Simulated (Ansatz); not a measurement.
Geometry optimisation, RKS B3LYP-D4/def2-SVP (Ansatz 0.2.0).

The input (input.yaml):

```yaml
crystal:
  periodic: [false, false, false]
  atoms:
    - { symbol: F, position_ang: [-1.0207, -1.3517, -1.452] }
    - { symbol: B, position_ang: [-0.384, -0.4656, -0.5169] }
    - { symbol: Si, position_ang: [-0.0422, 1.3907, -0.9674] }
    - { symbol: Si, position_ang: [0.2507, -1.1673, 1.194] }
    - { symbol: H, position_ang: [-0.5242, 1.6817, -2.3147] }
    - { symbol: H, position_ang: [-0.6633, 2.2778, 0.0315] }
    - { symbol: H, position_ang: [1.4699, 1.6169, -0.9178] }
    - { symbol: H, position_ang: [-0.1774, -2.5749, 1.2834] }
    - { symbol: H, position_ang: [-0.4651, -0.398, 2.318] }
    - { symbol: H, position_ang: [1.6394, -1.0609, 1.3448] }
basis:
  gaussian: { orbitals: def2-SVP }
hamiltonian:
  xc: b3lyp
  dispersion: d4
relax:
  f_tol: 0.015
  max_steps: 40
```

Run as:

```bash
$ ansatz run input.yaml --threads 2 --pin off --max-ram 3072MiB --backend cpu --events-out ev --progress --plain --runs-dir out
```

**Question.** Where does it end, and by what steps?

**Answer.** The run converged. After 5 steps the energy has fallen by 0.514 eV; H8 moved furthest, 0.21 Å.

```
step  energy less start (eV)  largest force component (eV/Å)  accepted
   0                  0.0000                           2.508       yes
   1                 -0.3948                           1.634       yes
   2                 -0.4788                           0.978       yes
   3                 -0.5058                           0.423       yes
   4                 -0.5135                           0.021       yes
   5                 -0.5136                           0.003       yes
```

```xyz
10
Properties=species:S:1:pos:R:3
F -1.009 -1.289 -1.419
B -0.385 -0.502 -0.548
Si -0.026 1.454 -1.051
Si 0.193 -1.275 1.261
H -0.534 1.824 -2.406
H -0.665 2.345 -0.033
H 1.447 1.708 -0.999
H -0.153 -2.718 1.430
H -0.456 -0.489 2.356
H 1.672 -1.109 1.414
```

Time of the run: 11 s on 2 threads of Arm Neoverse V2 (shared host), peak memory 0.18 GiB.
